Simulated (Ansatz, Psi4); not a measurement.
The Psi4 input:
```
memory 2 GB

molecule {
0 3
Ru    0.00000000   -0.00000000    0.00000000
F     1.11244871   -0.44890361   -1.39875666
F    -1.11244871    0.44890361    1.39875666
F    -1.15977093    0.80852538   -1.18186077
F    -0.90164630   -1.59384724   -0.20557649
F     0.90164630    1.59384724    0.20557649
F     1.15977093   -0.80852538    1.18186077
}

set {
  basis def2-svp
  reference uks
  scf_type pk
  puream true
  d_convergence 1e-8
  dft_radial_points 99
  dft_spherical_points 590
}

energy('blyp')
print_variables()
```

Give the equivalent Ansatz (a program for electronic structure) input.

Several could match; the one computed here: 
Ansatz 0.2 input:
```yaml
crystal:
  periodic: [false, false, false]
  atoms:
    - {symbol: Ru, position_ang: [0.00000000, -0.00000000, 0.00000000]}
    - {symbol: F, position_ang: [1.11244871, -0.44890361, -1.39875666]}
    - {symbol: F, position_ang: [-1.11244871, 0.44890361, 1.39875666]}
    - {symbol: F, position_ang: [-1.15977093, 0.80852538, -1.18186077]}
    - {symbol: F, position_ang: [-0.90164630, -1.59384724, -0.20557649]}
    - {symbol: F, position_ang: [0.90164630, 1.59384724, 0.20557649]}
    - {symbol: F, position_ang: [1.15977093, -0.80852538, 1.18186077]}
basis:
  gaussian:
    orbitals: def2-SVP
hamiltonian:
  xc: blyp
magnetization: {spin_polarized: true, initial_magnetization: 2}
accuracy: high
```

Both were run: Psi4 gave -693.434003 Eh and Ansatz -693.434015 Eh, 0.013 mEh apart.
